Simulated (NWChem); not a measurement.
System meant: CrHS₂OF; SMILES [OH][Cr]([F])(=[S])=[S]

The following NWChem deck was run.

```
start job
memory heap 200 mb stack 900 mb global 1100 mb
geometry units angstroms noautoz
  Cr    -0.208711    -0.005701     0.064972
  S      0.984385     0.019313     1.667744
  S      0.898629    -0.267770    -1.579236
  F     -1.064931     1.470324    -0.055404
  O     -1.321359    -1.326382     0.242931
  H     -1.604932    -1.713768    -0.612908
end
basis spherical
  * library def2-svp
end
dft
  odft
  mult 2
  xc pbe0
  iterations 150
  mulliken
end
task dft energy
```

End of the output:

```
                                 NWChem DFT Module
                                 -----------------

 Summary of "ao basis" -> "ao basis" (spherical)
 ------------------------------------------------------------------------------
       Tag                 Description            Shells   Functions and Types
 ---------------- ------------------------------  ------  ---------------------
 Cr                         def2-svp                11       31   5s3p2d1f
 S                          def2-svp                 8       18   4s3p1d
 F                          def2-svp                 6       14   3s2p1d
 O                          def2-svp                 6       14   3s2p1d
 H                          def2-svp                 3        5   2s1p

 Summary of "ao basis" -> "ao basis" (spherical)
 ------------------------------------------------------------------------------
       Tag                 Description            Shells   Functions and Types
 ---------------- ------------------------------  ------  ---------------------
 Cr                         def2-svp                11       31   5s3p2d1f
 S                          def2-svp                 8       18   4s3p1d
 F                          def2-svp                 6       14   3s2p1d
 O                          def2-svp                 6       14   3s2p1d
 H                          def2-svp                 3        5   2s1p

  number of electrons :                   74
  multiplicity        :                    2
 ------------------------------------------------------------------------
  no. of electrons and multiplicity not compatible                  74
 ------------------------------------------------------------------------
 ------------------------------------------------------------------------
  current input line :
    21: task dft energy
 ------------------------------------------------------------------------
 ------------------------------------------------------------------------
 There is an error in the input file
 ------------------------------------------------------------------------
 For more information see the NWChem manual at https://nwchemgit.github.io

0: no. of electrons and multiplicity not compatible:Received an Error in Communication
```

What is wrong, and how is it mended?

The input was rejected before any calculation. Cause: the multiplicity doesn't fit the number of electrons (an even count wants an odd multiplicity, and the reverse). This input runs:
```
start job
memory heap 200 mb stack 900 mb global 1100 mb
geometry units angstroms noautoz
  Cr    -0.208711    -0.005701     0.064972
  S      0.984385     0.019313     1.667744
  S      0.898629    -0.267770    -1.579236
  F     -1.064931     1.470324    -0.055404
  O     -1.321359    -1.326382     0.242931
  H     -1.604932    -1.713768    -0.612908
end
basis spherical
  Cr library def2-svp
  S library def2-svp
  F library def2-svp
  O library def2-svp
  H library def2-svp
end
dft
  xc pbe0
  iterations 150
  mulliken
end
task dft energy
```
It converges to -2015.37500 Ha (PBE0/def2-SVP).
